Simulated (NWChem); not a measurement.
The numbers come from NWChem runs, not from measurements. System: Ge (-1), charge -1, spin multiplicity 4. Its SCF solution wasn't tested for a lower state. Level: UHF/def2-TZVPD.

Job file:

```
start mol
memory heap 200 mb stack 900 mb global 1100 mb
charge -1
geometry units angstroms nocenter noautoz
  Ge     0.000000     0.000000     0.000000
  symmetry group D2h
end
basis spherical
  * library def2-tzvpd
end
scf
  uhf
  nopen 3
  maxiter 100
  thresh 1e-7
  semidirect memsize 60000000 filesize 0
  # guess.movecs holds the orbitals of an unrestricted PBE0 run
  vectors input guess.movecs output mol.movecs
end
task scf energy
```

Output (cleaned and shortened):

```
             Northwest Computational Chemistry Package (NWChem) 7.3.0
             --------------------------------------------------------

                                NWChem Input Module
                                -------------------

 Scaling coordinates for geometry "geometry" by  1.889725989
 (inverse scale =  0.529177249)

                             Geometry "geometry" -> ""
                             -------------------------

 Output coordinates in angstroms (scale by  1.889725989 to convert to a.u.)

  No.       Tag          Charge          X              Y              Z
 ---- ---------------- ---------- -------------- -------------- --------------
    1 Ge                  32.0000     0.00000000     0.00000000     0.00000000

 Effective nuclear repulsion energy (a.u.)       0.0000000000

            Nuclear Dipole moment (a.u.)
            ----------------------------
        X                 Y               Z
 ---------------- ---------------- ----------------
     0.0000000000     0.0000000000     0.0000000000

      Symmetry information
      --------------------

 Group name             D2h
 Group number             26
 Group order               8
 No. of unique centers     1

      Symmetry unique atoms

     1


 Summary of "ao basis" -> "" (spherical)
 ------------------------------------------------------------------------------
       Tag                 Description            Shells   Functions and Types
 ---------------- ------------------------------  ------  ---------------------
 *                         def2-tzvpd                 on all atoms

 Summary of "ao basis" -> "ao basis" (spherical)
 ------------------------------------------------------------------------------
       Tag                 Description            Shells   Functions and Types
 ---------------- ------------------------------  ------  ---------------------
 Ge                        def2-tzvpd               18       54   7s5p5d1f

                                 NWChem SCF Module
                                 -----------------

  ao basis        = "ao basis"
  functions       =    54
  atoms           =     1
  alpha electrons =    18
  beta  electrons =    15
  charge          =  -1.00
  wavefunction    = UHF
  use symmetry    = T
  symmetry adapt  = T

 Summary of "ao basis" -> "ao basis" (spherical)
 ------------------------------------------------------------------------------
       Tag                 Description            Shells   Functions and Types
 ---------------- ------------------------------  ------  ---------------------
 Ge                        def2-tzvpd               18       54   7s5p5d1f

      Symmetry analysis of basis
      --------------------------

        ag         17
        au          1
        b1g         5
        b1u         7
        b2g         5
        b2u         7
        b3g         5
        b3u         7

 Forming initial guess at       0.0s

   Symmetry analysis of molecular orbitals - initial alpha
   -------------------------------------------------------

  Numbering of irreducible representations:

     1 ag          2 au          3 b1g         4 b1u         5 b2g
     6 b2u         7 b3g         8 b3u

  Orbital symmetries:

     1 ag          2 ag          3 b1u         4 b2u         5 b3u
     6 ag          7 b1u         8 b3u         9 b2u        10 b3g
    11 b2g        12 ag         13 b1g        14 ag         15 ag
    16 b2u        17 b3u        18 b1u        19 ag         20 ag
    21 ag         22 b1g        23 b3g        24 b2g        25 ag
    26 ag         27 b1g        28 b2g

   Symmetry analysis of molecular orbitals - initial beta
   ------------------------------------------------------

  Numbering of irreducible representations:

     1 ag          2 au          3 b1g         4 b1u         5 b2g
     6 b2u         7 b3g         8 b3u

  Orbital symmetries:

     1 ag          2 ag          3 b1u         4 b2u         5 b3u
     6 ag          7 b1u         8 b3u         9 b2u        10 b2g
    11 b3g        12 ag         13 b1g        14 ag         15 ag
    16 b1u        17 b3u        18 b2u        19 ag         20 ag
    21 ag         22 b1g        23 b3g        24 b2g        25 ag
    26 ag         27 b1g        28 b2g

 Starting SCF solution at       0.0s

 ----------------------------------------------
         Quadratically convergent UHF

 Convergence threshold     :          1.000E-07
 Maximum no. of iterations :          100
 Integral*density screening:          1.000E-09
 ----------------------------------------------

              iter       energy          gnorm     gmax       time
             ----- ------------------- --------- --------- --------
                 1    -2075.3318236363  5.60D-01  2.64D-01      0.4
                 2    -2075.3398699599  1.65D-01  4.08D-02      0.4
                 3    -2075.3407995154  1.85D-03  7.46D-04      0.4
                 4    -2075.3408003305  7.18D-07  3.49D-07      0.4
                 5    -2075.3408003305  3.04D-09  1.24D-09      0.4

       Final UHF  results
       ------------------

         Total SCF energy =  -2075.340800330471
      One electron energy =  -2904.346816345780
      Two electron energy =    829.006016015309
 Nuclear repulsion energy =      0.000000000000

                       Sz =      1.5000
                 Sz(Sz+1) =      3.7500
                      S^2 =      3.7522

        Time for solution =      0.4s

       Symmetry analysis of molecular orbitals - alpha
       -----------------------------------------------

  Numbering of irreducible representations:

     1 ag          2 au          3 b1g         4 b1u         5 b2g
     6 b2u         7 b3g         8 b3u

  Orbital symmetries:

     1 ag          2 ag          3 b2u         4 b3u         5 b1u
     6 ag          7 b2u         8 b3u         9 b1u        10 ag
    11 b1g        12 b3g        13 b2g        14 ag         15 ag
    16 b1u        17 b2u        18 b3u        19 ag         20 ag
    21 b2g        22 b3g        23 ag         24 b1g        25 b2g
    26 ag         27 b3g        28 ag

       Symmetry analysis of molecular orbitals - beta
       ----------------------------------------------

  Numbering of irreducible representations:

     1 ag          2 au          3 b1g         4 b1u         5 b2g
     6 b2u         7 b3g         8 b3u

  Orbital symmetries:

     1 ag          2 ag          3 b2u         4 b3u         5 b1u
     6 ag          7 b2u         8 b3u         9 b1u        10 ag
    11 b1g        12 b3g        13 b2g        14 ag         15 ag
    16 ag         17 b2u        18 b3u        19 b1u        20 ag
    21 b1g        22 b2g        23 b3g        24 ag         25 b2g
    26 b3g        27 ag         28 ag

          Final alpha eigenvalues
          -----------------------

              1
    1 -404.9490
    2  -51.8553
    3  -45.9435
    4  -45.9435
    5  -45.9435
    6   -6.8986
    7   -4.8728
    8   -4.8728
    9   -4.8728
   10   -1.3417
   11   -1.3417
   12   -1.3417
   13   -1.3417
   14   -1.3417
   15   -0.3894
   16   -0.0391
   17   -0.0391
   18   -0.0391
   19    0.2594
   20    0.3143
   21    0.3143
   22    0.3143
   23    0.3143
   24    0.3143
   25    0.6333
   26    0.6333
   27    0.6333
   28    0.6333

          Final beta eigenvalues
          ----------------------

              1
    1 -404.9446
    2  -51.8548
    3  -45.9396
    4  -45.9396
    5  -45.9396
    6   -6.8922
    7   -4.8624
    8   -4.8624
    9   -4.8624
   10   -1.3373
   11   -1.3373
   12   -1.3373
   13   -1.3373
   14   -1.3373
   15   -0.1838
   16    0.2823
   17    0.3104
   18    0.3104
   19    0.3104
   20    0.3372
   21    0.3372
   22    0.3372
   23    0.3372
   24    0.3372
   25    0.7139
   26    0.7139
   27    0.7139
   28    0.7139

                    UHF Final Alpha Molecular Orbital Analysis
                    ------------------------------------------

 Vector   16  Occ=1.000000D+00  E=-3.912802D-02  Symmetry=b1u
              MO Center= -6.9D-32, -1.3D-31, -2.1D-25, r^2= 3.0D+00
   Bfn.  Coefficient  Atom+Function         Bfn.  Coefficient  Atom+Function
  ----- ------------  ---------------      ----- ------------  ---------------
    22      0.727037  1 Ge pz                19      0.381904  1 Ge pz
    13     -0.181471  1 Ge pz

 Vector   17  Occ=1.000000D+00  E=-3.912802D-02  Symmetry=b2u
              MO Center= -1.7D-33,  1.2D-24, -1.4D-32, r^2= 3.0D+00
   Bfn.  Coefficient  Atom+Function         Bfn.  Coefficient  Atom+Function
  ----- ------------  ---------------      ----- ------------  ---------------
    21      0.727037  1 Ge py                18      0.381904  1 Ge py
    12     -0.181471  1 Ge py

 Vector   18  Occ=1.000000D+00  E=-3.912802D-02  Symmetry=b3u
              MO Center=  1.2D-24,  9.7D-34, -1.7D-32, r^2= 3.0D+00
   Bfn.  Coefficient  Atom+Function         Bfn.  Coefficient  Atom+Function
  ----- ------------  ---------------      ----- ------------  ---------------
    20      0.727037  1 Ge px                17      0.381904  1 Ge px
    11     -0.181471  1 Ge px

 Vector   19  Occ=0.000000D+00  E= 2.594351D-01  Symmetry=ag
              MO Center=  1.8D-24,  1.0D-25, -4.4D-24, r^2= 9.8D+00
   Bfn.  Coefficient  Atom+Function         Bfn.  Coefficient  Atom+Function
  ----- ------------  ---------------      ----- ------------  ---------------
     7     -2.326578  1 Ge s                  6      2.146955  1 Ge s
     5     -0.163704  1 Ge s

 Vector   20  Occ=0.000000D+00  E= 3.142867D-01  Symmetry=ag
              MO Center=  3.4D-19,  2.5D-19,  6.7D-18, r^2= 1.0D+01
   Bfn.  Coefficient  Atom+Function         Bfn.  Coefficient  Atom+Function
  ----- ------------  ---------------      ----- ------------  ---------------
    45      1.234441  1 Ge d  0              40     -0.407267  1 Ge d  0
    35      0.210563  1 Ge d  0

 Vector   21  Occ=0.000000D+00  E= 3.142867D-01  Symmetry=b2g
              MO Center= -8.9D-23,  2.8D-27,  1.6D-27, r^2= 1.0D+01
   Bfn.  Coefficient  Atom+Function         Bfn.  Coefficient  Atom+Function
  ----- ------------  ---------------      ----- ------------  ---------------
    46      1.234443  1 Ge d  1              41     -0.407268  1 Ge d  1
    36      0.210563  1 Ge d  1

                     UHF Final Beta Molecular Orbital Analysis
                     -----------------------------------------

 Vector   13  Occ=1.000000D+00  E=-1.337278D+00  Symmetry=b2g
              MO Center=  2.3D-21,  1.9D-27, -4.7D-23, r^2= 1.8D-01
   Bfn.  Coefficient  Atom+Function         Bfn.  Coefficient  Atom+Function
  ----- ------------  ---------------      ----- ------------  ---------------
    26      0.908829  1 Ge d  1              31      0.197664  1 Ge d  1

 Vector   14  Occ=1.000000D+00  E=-1.337278D+00  Symmetry=ag
              MO Center=  7.5D-14,  6.7D-14,  2.0D-13, r^2= 1.8D-01
   Bfn.  Coefficient  Atom+Function         Bfn.  Coefficient  Atom+Function
  ----- ------------  ---------------      ----- ------------  ---------------
    25      0.908829  1 Ge d  0              30      0.197664  1 Ge d  0

 Vector   15  Occ=1.000000D+00  E=-1.837805D-01  Symmetry=ag
              MO Center=  6.8D-26, -3.2D-22, -5.7D-23, r^2= 1.8D+00
   Bfn.  Coefficient  Atom+Function         Bfn.  Coefficient  Atom+Function
  ----- ------------  ---------------      ----- ------------  ---------------
     5      0.620449  1 Ge s                  6      0.445847  1 Ge s
     4     -0.319981  1 Ge s                  3     -0.228111  1 Ge s

 Vector   16  Occ=0.000000D+00  E= 2.823182D-01  Symmetry=ag
              MO Center=  1.3D-26, -1.0D-23, -7.1D-24, r^2= 1.0D+01
   Bfn.  Coefficient  Atom+Function         Bfn.  Coefficient  Atom+Function
  ----- ------------  ---------------      ----- ------------  ---------------
     7     -2.391443  1 Ge s                  6      2.294883  1 Ge s
     5     -0.273850  1 Ge s

 Vector   17  Occ=0.000000D+00  E= 3.103565D-01  Symmetry=b2u
              MO Center=  5.1D-25,  2.0D-13, -2.8D-25, r^2= 3.6D+00
   Bfn.  Coefficient  Atom+Function         Bfn.  Coefficient  Atom+Function
  ----- ------------  ---------------      ----- ------------  ---------------
    21      0.887785  1 Ge py                18      0.168924  1 Ge py

 Vector   18  Occ=0.000000D+00  E= 3.103565D-01  Symmetry=b3u
              MO Center=  2.1D-13,  5.9D-26, -3.6D-26, r^2= 3.6D+00
   Bfn.  Coefficient  Atom+Function         Bfn.  Coefficient  Atom+Function
  ----- ------------  ---------------      ----- ------------  ---------------
    20      0.887785  1 Ge px                17      0.168924  1 Ge px

 center of mass
 --------------
 x =   0.00000000 y =   0.00000000 z =   0.00000000

 moments of inertia (a.u.)
 ------------------
           0.000000000000           0.000000000000           0.000000000000
           0.000000000000           0.000000000000           0.000000000000
           0.000000000000           0.000000000000           0.000000000000

  Mulliken analysis of the total density
  --------------------------------------

    Atom       Charge   Shell Charges
 -----------   ------   -------------------------------------------------------
    1 Ge  32    33.00   2.00  2.00  1.17  0.79  0.91  0.96  0.17  5.98  4.42  1.58  0.94  2.08  8.91  1.09 -0.03  0.03 -0.00  0.00

  Mulliken analysis of the alpha density
  --------------------------------------

    Atom       Charge   Shell Charges
 -----------   ------   -------------------------------------------------------
    1 Ge  32    18.00   1.00  1.00  0.59  0.39  0.41  0.55  0.06  2.99  2.23  0.77  0.92  2.08  4.44  0.55 -0.01  0.02 -0.00  0.00

   Mulliken analysis of the beta density
   -------------------------------------

    Atom       Charge   Shell Charges
 -----------   ------   -------------------------------------------------------
    1 Ge  32    15.00   1.00  1.00  0.59  0.39  0.50  0.41  0.11  2.99  2.19  0.81  0.02 -0.00  4.47  0.54 -0.02  0.01 -0.00  0.00

   Mulliken analysis of the spin density
   -------------------------------------

    Atom       Charge   Shell Charges
 -----------   ------   -------------------------------------------------------
    1 Ge  32     3.00  -0.00 -0.00 -0.00  0.00 -0.08  0.14 -0.06  0.00  0.05 -0.03  0.90  2.08 -0.03  0.01  0.01  0.00 -0.00  0.00

       Multipole analysis of the density wrt the origin
       ------------------------------------------------

     L   x y z        total         alpha         beta         nuclear
     -   - - -        -----         -----         ----         -------
     0   0 0 0     -1.000000    -18.000000    -15.000000     32.000000

     1   1 0 0     -0.000000      0.000000     -0.000000      0.000000
     1   0 1 0     -0.000000      0.000000     -0.000000      0.000000
     1   0 0 1     -0.000000      0.000000     -0.000000      0.000000

     2   2 0 0    -18.609521    -14.678590     -3.930931      0.000000
     2   1 1 0     -0.000000     -0.000000     -0.000000      0.000000
     2   1 0 1     -0.000000     -0.000000     -0.000000      0.000000
     2   0 2 0    -18.609521    -14.678590     -3.930931      0.000000
     2   0 1 1     -0.000000     -0.000000     -0.000000      0.000000
     2   0 0 2    -18.609521    -14.678590     -3.930931      0.000000

 Task  times  cpu:        0.4s     wall:        0.4s

 Total times  cpu:        0.4s     wall:        0.4s
```
